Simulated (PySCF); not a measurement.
All values below come from PBE-D3(BJ)/def2-TZVP // r2SCAN-D4/def2-SVP in PySCF. Gas-phase values, no solvent. One relaxed conformer stands for a flexible species; it need not be the lowest. Excitations are Tamm–Dancoff values on a coarser integration grid. The basis has no diffuse functions, so Rydberg states are missing or too high.

Reference species (SMILES): `Bc1c(C#N)ccc2sccc12` (neutral, multiplicity 1).

```yaml
HOMO–LUMO gap: 2.61 eV
HOMO: -6.23 eV
S1–T1 gap (TDA): 0.61 eV
```

Changed species: `Bc1cc(C#N)c2sccc2c1`.

Problem. What does the change do to the HOMO–LUMO gap, HOMO and S1–T1 gap (TDA)?

Solution. the HOMO–LUMO gap rises by 0.30 eV, to 2.91 eV; the HOMO is nearly the same; the S1–T1 gap (TDA) decreases by 0.03 eV, to 0.58 eV.
